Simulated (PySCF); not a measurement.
# Calculated NMR data

Computational details: PBE0/pcSseg-1 with gauge-including orbitals, structure optimised with GFN2-xTB, in PySCF 2.14 (averaged over atoms made equivalent by symmetry, fast rotation or ring inversion, single conformer, non-relativistic Hamiltonian, no solvent model).

Shifts are taken against calculated references (same method and geometry level): 1H (31.72 ppm), 13C (186.93 ppm) vs TMS. Where no couplings were computed, multiplicities follow the n + 1 count of equivalent neighbours, and m marks all less simple cases (inequivalent or close neighbours, rings, F or P nearby). Acid and N–H amide carbonyl carbons lie up to 10 ppm further downfield in solution (hydrogen bonding). Shifts are as computed. Against solution values, carbons near 30 ppm lie about +3 ppm off and those near 130 ppm about +5 ppm. Of 1211 compounds with measured shifts, 218 miss one by over three times the rms of a fit or turn the order of signals round; such compounds aren't used in these exercises. OH and NH positions are gas-phase values without hydrogen bonding to other molecules.

Compound 1 (C5H10O2Si2). 1H NMR (500 MHz, computed): δ 10.55 (s, 1H), 6.92 (m, 1H), 5.29 (m, 1H), 4.82 (m, 1H), 4.35 (s, 3H), 4.18 (s, 3H). 13C{1H} NMR (computed): δ 196.3, 186.6, 161.0, 130.1, 101.5. Structure: `C(/OC=C)([SiH3])=C(\[SiH3])C=O`.

Compound 2 (C2H6O3Si). 1H NMR (500 MHz, computed): δ 6.69 (br s, 1H), 4.99 (s, 2H), 4.18 (s, 3H). 13C{1H} NMR (computed): δ 187.9 (C), 53.3 (CH3). Structure: `CO[SiH2]C(=O)O`.
